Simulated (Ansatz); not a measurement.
Input file:

```yaml
crystal:
  periodic: [false, false, false]
  atoms:
    - { symbol: Si, position_ang: [-0.020173, -0.166561, -0.068773] }
    - { symbol: O, position_ang: [0.107248, -0.407511, 1.635794] }
    - { symbol: Si, position_ang: [-1.282903, -0.321761, 2.639756] }
    - { symbol: H, position_ang: [-2.407025, -1.115811, 2.140025] }
    - { symbol: H, position_ang: [-0.872391, -0.850016, 3.93357] }
    - { symbol: H, position_ang: [-1.757882, 1.048983, 2.829112] }
    - { symbol: Si, position_ang: [2.159781, 0.084908, -0.73677] }
    - { symbol: H, position_ang: [2.95103, -1.085916, -0.38622] }
    - { symbol: H, position_ang: [2.240283, 0.244635, -2.181632] }
    - { symbol: H, position_ang: [2.787103, 1.246881, -0.124751] }
    - { symbol: O, position_ang: [-0.743825, 1.398728, -0.414702] }
    - { symbol: C, position_ang: [-2.215793, 1.359863, -0.578359] }
    - { symbol: H, position_ang: [-2.774912, 1.105041, 0.361829] }
    - { symbol: H, position_ang: [-2.535431, 2.385756, -0.882959] }
    - { symbol: H, position_ang: [-2.563873, 0.649334, -1.375377] }
    - { symbol: Si, position_ang: [-1.092792, -1.919899, -1.138863] }
    - { symbol: H, position_ang: [-2.3995, -2.239792, -0.581278] }
    - { symbol: H, position_ang: [-1.281642, -1.634124, -2.554711] }
    - { symbol: H, position_ang: [-0.280104, -3.125039, -1.049091] }
basis:
  gaussian: { orbitals: STO-3G }
hamiltonian:
  xc: blyp
md:
  timestep: 0.5
  n_steps: 150
  ensemble: nvt_langevin
  temperature: 700.0
  initial_velocities: maxwell_boltzmann
  seed: 200455
  friction: 0.001
```

Run as:

```bash
$ ansatz run input.yaml --threads 1 --pin off --max-ram 2048MiB --backend cpu --events-out ev --progress --plain --runs-dir out
```

Hardware: 1 thread of Arm Neoverse V1 (shared host).

**Question.** Roughly how long does this run take, and how much memory?

**Answer.** 16 min, with a peak of 0.12 GiB, for 151 ionic steps.
